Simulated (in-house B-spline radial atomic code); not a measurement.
Results of a calculation; reference values are marked as such.
# Light and heavy implants in Si at 30 keV

The pair potential comes from two frozen, spherical free-atom densities (PBE, B-spline radial code, scalar-relativistic past argon): electrostatics plus the change in Thomas-Fermi kinetic and Dirac exchange energy where they overlap, the recipe behind the universal ZBL potential, which averages such potentials (from solid-state densities) over many pairs. It is written V = (Z1 Z2 e²/r) φ(r/a), with e² = 14.3996 eV·Å and a = 0.46850 Å/(Z1^0.23 + Z2^0.23); ZBL's fit is φ = 0.18175 e^(−3.1998x) + 0.50986 e^(−0.94229x) + 0.28022 e^(−0.4029x) + 0.02817 e^(−0.20162x). Where φ falls below 4e-4 it is continued as an exponential.

The target, Si, is taken as amorphous, density 2.329 g/cm³ (NSM archive of the Ioffe Institute); nuclear stopping from classical scattering on these potentials, electronic stopping by Lindhard and Scharff, compounds by atom fraction, projected range from N (S_n + S_e) dR_p/dE = 1 − N S_n (M2/M1) R_p/(2E), which runs up to 8 % short of the full integral equation; no channelling. Lindhard and Scharff's S_e can be off by tens of per cent.

```csv
ion,mass (u),N S_n (eV/nm),N S_e (eV/nm),S_n = S_e at (keV),path (nm),projected range (nm)
B,10.81,59.8,113,14,201,117
N,14.01,115,131,26,138,81.8
S,32.06,505,156,140,54.3,36.7
Cl,35.45,562,154,170,50.7,34.9
Zn,65.38,1120,158,570,33.1,25.3
Ga,69.72,1160,156,630,32.4,25.1
In,114.82,1650,153,1700,26.2,21.8
```

(1) How do the nuclear share and the range change from the lightest ion to the heaviest?

(2) With a displacement energy of 15 eV taken for illustration, how many displacements per nanometre does In start at entry, by the rule 0.8 E_damage/(2 E_d)?

## Answers

(1) The nuclear share goes from 35 % for B to 92 % for In, and the projected range from 117 to 21.8 nm, a factor of 5.4. S_e changes by a factor of 1.35, since the heavy ion is slower but has the larger Z1, while S_n grows 28-fold. The heavy ion also keeps its direction better: R_p is 0.83 of the path, against 0.58.

(2) Taking all nuclear loss as damage energy, an upper bound, 0.8 × 1650/(2 × 15) = 44 per nm.
